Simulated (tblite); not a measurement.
C5H11N2Si (doublet state).
Bonds: C1–C2, C2–C3 (triple), C3–C4, C4–Si5, Si5–C6, Si5–N7, Si5–N8. Hydrogens: H9, H10 on C1; H11, H12 on C4; H13, H14, H15 on C6; H16, H17 on N7; H18, H19 on N8.
Bond orders are those of one Lewis drawing.

Computed with GFN2-xTB (tblite), gas phase: L-BFGS steps from a force-field or distance-geometry start until the largest atomic force falls under 0.01 eV/Å.

At the end of the run (lengths in Å): C1–C2 1.350, Si5–C6 1.901, C3–C4 1.429, C4–Si5 1.926, C2≡C3 1.225, Si5–N8 1.728, Si5–N7 1.735, N7–Si5–N8 113.1°, C4–Si5–N7 103.7°, C6–Si5–N7 115.6°, C4–Si5–N8 106.6°, C3–C4–Si5–C6 67°, H16–N7–Si5–C4 175°, H11–C4–Si5–C6 -55°.

Problem. These geometries were met on the way; a selection of coordinates is given. Order them by energy above the end point, lowest first.
A. C1–C2 1.342, Si5–C6 1.901, C3–C4 1.425, C4–Si5 1.942, C2≡C3 1.220, Si5–N8 1.755, Si5–N7 1.746, N7–Si5–N8 99.8°, C4–Si5–N7 110.5°, C6–Si5–N7 109.9°, C4–Si5–N8 112.9°, C3–C4–Si5–C6 61°, H16–N7–Si5–C4 167°, H11–C4–Si5–C6 -61°
B. C1–C2 1.428, Si5–C6 1.837, C3–C4 1.488, C4–Si5 1.875, C2≡C3 1.185, Si5–N8 1.693, Si5–N7 1.703, N7–Si5–N8 94.4°, C4–Si5–N7 112.1°, C6–Si5–N7 111.4°, C4–Si5–N8 112.0°, C3–C4–Si5–C6 61°, H16–N7–Si5–C4 162°, H11–C4–Si5–C6 -60°
C. C1–C2 1.362, Si5–C6 1.871, C3–C4 1.446, C4–Si5 1.891, C2≡C3 1.246, Si5–N8 1.734, Si5–N7 1.735, N7–Si5–N8 95.4°, C4–Si5–N7 112.0°, C6–Si5–N7 110.9°, C4–Si5–N8 112.5°, C3–C4–Si5–C6 61°, H16–N7–Si5–C4 164°, H11–C4–Si5–C6 -60°
D. C1–C2 1.350, Si5–C6 1.915, C3–C4 1.430, C4–Si5 1.931, C2≡C3 1.226, Si5–N8 1.757, Si5–N7 1.746, N7–Si5–N8 104.4°, C4–Si5–N7 110.0°, C6–Si5–N7 109.1°, C4–Si5–N8 111.4°, C3–C4–Si5–C6 63°, H16–N7–Si5–C4 175°, H11–C4–Si5–C6 -57°
E. C1–C2 1.349, Si5–C6 1.905, C3–C4 1.431, C4–Si5 1.938, C2≡C3 1.223, Si5–N8 1.733, Si5–N7 1.736, N7–Si5–N8 104.2°, C4–Si5–N7 110.1°, C6–Si5–N7 111.7°, C4–Si5–N8 109.3°, C3–C4–Si5–C6 66°, H16–N7–Si5–C4 178°, H11–C4–Si5–C6 -55°

Solution. E (0.107 eV), D (0.185 eV), A (0.331 eV), C (0.554 eV), B (0.926 eV).

```tsv
step	E above end (eV)	rms distance from the end, all atoms (Å)	largest force (eV/Å)	rms shift of all bonds from the end (Å)
13	0.107	0.201	0.340	0.004
8	0.185	0.235	0.419	0.009
5	0.331	0.264	0.746	0.010
2	0.554	0.285	1.487	0.014
0	0.926	0.291	6.046	0.035
```

Rows stand in the order of the answer.
